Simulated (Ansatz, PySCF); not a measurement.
The pair A = HF (SMILES F) (first 2 atoms), B = N2 (SMILES N#N); geometry from B3LYP-D3(BJ)/def2-TZVP.
(charge 0, multiplicity 1):
```xyz
4

F     -0.39062    -0.20738    -0.65064
H     -0.28309    -0.17249     0.27057
N      0.07938    -0.05725     3.36882
N     -0.04727    -0.09718     2.28723
```

Frozen-core correlation. CBS: X⁻³ extrapolation of the correlation energy, Hartree–Fock from the larger set. MP2 and its Hartree–Fock in aug-cc-pVQZ are density fitted.

Programs: Ansatz (Gaussian basis) for Hartree–Fock, density functionals and correlated methods; PySCF for the dispersion terms. Values without a source in brackets are computed.

The monomers are drawn apart, rigid, along the line of their centres of mass. Counterpoise-corrected interaction energies (kcal/mol):

| level | R = 4.271 Å | R = 5.083 Å |
|---|---|---|
| PBE/def2-TZVPPD | -1.2090 | -0.4523 |
| PBE-D3(BJ)/def2-TZVPPD | -1.3908 | -0.5274 |
| wB97M-V/def2-TZVPPD | -1.1125 | -0.4416 |
| MP2/CBS(aug-cc-pVTZ, aug-cc-pVQZ) + ΔCCSD(T)/aug-cc-pVTZ | -1.1966 | -0.4651 |

Task: R is the distance of the centres of mass. Find the local exponent m of E ∝ R⁻ᵐ between the two points.

Result: 
m = ln(E₁/E₂)/ln(R₂/R₁): PBE/def2-TZVPPD 5.6; PBE-D3(BJ)/def2-TZVPPD 5.6; wB97M-V/def2-TZVPPD 5.3; MP2/CBS(aug-cc-pVTZ, aug-cc-pVQZ) + ΔCCSD(T)/aug-cc-pVTZ 5.4. For scale, two fixed dipoles give m = 3, dipole and quadrupole 4, quadrupoles 5, and dispersion or dipole-induced dipole 6 at long range; at these distances several terms mix, and what is left of overlap and damping shifts m, so it need not match one of them.

Ansatz is a quantum-chemistry and plane-wave program.
